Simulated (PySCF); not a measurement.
Structure problem from calculated spectra and properties.

Formula: C2H5F4PSi2.

| Quantity | Value |
| --- | --- |
| UV, first state | lowest singlet excitation: 5.25 eV (236 nm, f = 0.004) [TDDFT B3LYP/def2-SVPD] |
| 13C NMR | chemical shifts (computed TMS as zero) by class: 174.4 (1 C), 141.1 (1 C) ppm [GIAO PBE0/pcSseg-1] |
| Dipole | 2.12 D [B3LYP/def2-SVPD] |
| 1H NMR | chemical shifts (computed TMS as zero) by class: 5.79 (1 H), 4.62 (1 H), 4.07 (1 H), 1.31 (2 H) ppm [GIAO PBE0/pcSseg-1] |
| Triplet | lowest triplet excitation (Tamm–Dancoff): 4.11 eV [TDA B3LYP/def2-SVPD] |
| Polarisability | 110.4 au [B3LYP/def2-SVPD] |
| NMR, other nuclei | isotropic shieldings of nuclei other than C and H, by class: 255 (1 F), 283 (1 F), 385 (1 F), 388 (1 F), 333 (1 Si), 442 (1 Si), 633 (1 P) ppm [GIAO PBE0/pcSseg-1] |
| UV, strongest line | among the 8 lowest singlet transitions: S2 at 5.48 eV (226 nm, f = 0.115) [TDDFT B3LYP/def2-SVPD] |
| Rotational structure | rotational constants A, B, C: 1.979, 0.413, 0.380 GHz [GFN2-xTB] |

Electronic properties: PySCF, gas phase, density fitting. Levels stand in brackets. Isolated species at its GFN2-xTB geometry (one conformer only). NMR values are class means; diastereotopic atoms form classes of their own.

Question: Propose a structure and show how it fits.

Answer: Numbering: `[F:1][C:2]([F:3])=[C:4]([F:5])[Si@H:6]([F:7])[SiH2:8][PH2:9]`. 2 carbons fall into 2 classes; from least to most shielded: =CF2 carbon [C2] (174.4 ppm), vinylic C–F carbon [C4] (141.1 ppm). Hydrogen classes from least to most shielded: 1 H on a fluorine-bound silicon, Si6 (5.79 ppm), 1 H on an SiH2 silicon, Si8 (4.62 ppm), 1 H on an SiH2 silicon, Si8 (4.07 ppm), 2 H on a three-coordinate phosphorus, P9 (1.31 ppm). The other shieldings belong to: 255 ppm, vinyl fluorine [F1]; 283 ppm, vinyl fluorine [F3]; 385 ppm, silicon-bound fluorine [F7]; 388 ppm, vinyl fluorine [F5]; 333 ppm, fluorine-bound silicon [Si6]; 442 ppm, SiH2 silicon [Si8]; 633 ppm, three-coordinate phosphorus [P9]. S1 is mainly HOMO→LUMO (weight 0.98); the largest Löwdin shares of the orbital it empties are 0.66 on the three-coordinate phosphorus, 0.14 on the SiH2 silicon and 0.07 on each of 2 atoms of one kind (P–H hydrogen), of the orbital it fills 0.28 on the fluorine-bound silicon, 0.18 on the SiH2 silicon, 0.12 on the =CF2 carbon and 0.12 on the vinylic C–F carbon. The optimised geometry has point group C1 and is an asymmetric top. Structure: `FC(F)=C(F)[Si@H](F)[SiH2]P`. The assignments are read from this structure; whether some other isomer fits the data as well wasn't checked. The mirror image fits equally.

The values belong to the conformer `[F:1][C:2]([F:3])=[C:4]([F:5])[Si@H:6]([F:7])[SiH2:8][PH2:9]`: C2–C4–Si6–F7 -78°, C4–Si6–Si8–P9 -152°, H–P9–Si8–Si6 -80°, H–P9–Si8–Si6 -173°.
